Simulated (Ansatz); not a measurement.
Reactions of FH3O3Sn, SMILES `[OH][Sn]([OH])([OH])[F]`.

Isolated molecules relaxed with PBE0-D4/def2-TZVP in Ansatz; ΔE leaves out vibrations. CCSD(T)/CBS adds triple-zeta CCSD(T) − MP2 to the extrapolated MP2 energy (def2 sets, frozen cores). This one scheme is used for every species, atoms too. For atomizations the MP2-based limit and the directly extrapolated one differ by several kJ/mol either way, and by 10 to 25 for some Ge, Se and Sn compounds, so smaller differences from it don't rank the levels. DFT in def2-TZVPP. No spin–orbit coupling; open shells (•) take unrestricted orbitals. Spin–orbit coupling would lower the free atoms: a little for F, O; strongly for Sn. Elements past krypton have def2 core potentials. Bonds to Br, Sn are less sure, by a few kJ/mol each and by 10 to 20 or more in all where they break to atoms, as the def2 sets lack core-valence functions. Scalar relativity is left out up to krypton. Each species was taken in one conformer, which may not be the lowest.

```
                                                           reaction  CCSD/CBS(def2) (kJ/mol)  ωB97X-V (kJ/mol)
                   `[OH][Sn]([OH])([OH])[F]` → `OO` + `[OH][Sn][F]`                      352               339
 `[OH][Sn]([OH])([OH])[F]` + H₂O → `[OH][Sn]([OH])([OH])[OH]` + H–F                       27                31
`[OH][Sn]([OH])([OH])[F]` + CH₄ → `[CH3][Sn]([OH])([OH])[OH]` + H–F                       54                65
   `[OH][Sn]([OH])([OH])[F]` + H–F → `[OH][Sn]([OH])([F])[F]` + H₂O                      -24               -28
                 `[OH][Sn]([OH])([OH])[F]` → F• + 3 H• + 3 O• + Sn•                     2786              2811
 `[OH][Sn]([OH])([OH])[F]` + HCl → `[OH][Sn]([OH])([OH])[Cl]` + H–F                      -36               -29
  `[OH][Sn]([OH])([OH])[F]` + HCl → `[OH][Sn]([OH])([F])[Cl]` + H₂O                      -62               -59
                  `[OH][Sn]([OH])([OH])[F]` → `OF` + `[OH][Sn][OH]`                      469               453
  `[OH][Sn]([OH])([OH])[F]` + HBr → `[OH][Sn]([OH])([F])[Br]` + H₂O                      -79               -72
       `[OH][Sn]([OH])([OH])[F]` + H₂ → `[OH][SnH]([OH])[OH]` + H–F                       28                35
```

(1) Give the CCSD(T)/CBS values in the same order. (An estimate is asked.)

Largest T1 diagnostic: 0.018, for `[OH][Sn][F]`.

Results:

(1) The calculation gave: 352, 25, 53, -23, 2854, -37, -61, 466, -78, 32 kJ/mol.
